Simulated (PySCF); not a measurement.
A structure optimised at PBE0-D3(BJ)/def2-TZVP, used in a PySCF frequency run:

```xyz
5

N      0.0130     1.2035     0.0000
C      0.0103     0.0643     0.0000
O     -0.1112    -1.1656     0.0000
H      0.0256     2.2117     0.0000
H      0.7110    -1.6971     0.0000
```
Charge +1, spin multiplicity 1.

Problem. Write its SMILES, formula and point group.

Solution. N=C=[OH+], CH2NO, Cs

Problem. What are its rotational constants (standard atomic weights)?

Solution. 750.45, 10.122, 9.9874 GHz
